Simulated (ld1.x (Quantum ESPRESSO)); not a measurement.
**iron: excitation energies, all-electron against TM**

* Element: iron (Fe)
* Generator: ld1.x (Quantum ESPRESSO) 7.5
* Type: norm-conserving Troullier–Martins (Kleinman–Bylander form)
* Functional: LDA (PZ)
* Relativity: scalar-relativistic
* Frozen core: [Ne] 3s2
* Valence charge: 14
* Reference configuration: 3p6 3d6 4s1 4p0 (charge +1)
* Partial waves: 4s (bound): rc 2.35 bohr; 3d (bound): rc 0.90 bohr; 3p (bound): rc 1.20 bohr
* Local potential: the p channel
* Core correction: a·sin(br)/r model core inside 0.95 bohr

Energies are relative to the spin-unpolarised reference configuration 3p6 3d6 4s1 4p0; without spin polarisation the order of configurations can differ from experiment. Spin-polarised rows fill each open shell by Hund’s rule, majority spin first. The frozen-core shift is the all-electron ΔE with the core orbitals held at their reference shape minus the fully relaxed ΔE.

Question: Give the all-electron excitation energy and the error of the potential for: 3p6 3d6 4s2 4p0; 3p6 3d6 4s0 4p0; 3p6 3d5 4s0 4p0; 3p6 3d6 4s1 4p1; 3p6 3d6 4s0 4p1; 3p6 3d6 4s0 4p2; 3p6 3d6.5 4s1.5 4p0; 3p6 3d6 4s1 4p0 (spin-polarised); 3p6 3d6 4s2 4p0 (spin-polarised).

Answer:

```csv
valence configuration,charge,ΔE all-electron (eV),error AE − PS (meV),frozen-core shift (meV)
3p6 3d6 4s2 4p0,0,-8.981,-3.9,-0.7
3p6 3d6 4s0 4p0,+2,16.492,-15,+1.7
3p6 3d5 4s0 4p0,+3,51.021,+33,+33
3p6 3d6 4s1 4p1,0,-4.803,+22,-0.5
3p6 3d6 4s0 4p1,+1,5.134,+28,+0.4
3p6 3d6 4s0 4p2,0,-0.368,+45,-0.1
3p6 3d6.5 4s1.5 4p0,0,-9.730,+3.3,+2.7
3p6 3d6 4s1 4p0 (spin-polarised),+1,-4.167,+407,+6.5
3p6 3d6 4s2 4p0 (spin-polarised),0,-12.370,+431,+6.3
```

Levels in the configuration 3p6 3d5 4s0 4p0:

```csv
level,all-electron (eV),pseudo (eV)
3p,-96.897,-96.880
3d,-43.512,-43.481
```

A variational frozen-core shift is positive and of second order in the change. This column holds negative values, so the frozen-core run of ld1.x carries numerical noise or an error of first order here, and the column gives no more than the rough size of the effect.

Note: ghost state, extra bound levels that the all-electron valence spectrum of the same l lacks: s at -99.2 eV. A true bound ghost makes a file unfit for plane-wave use.
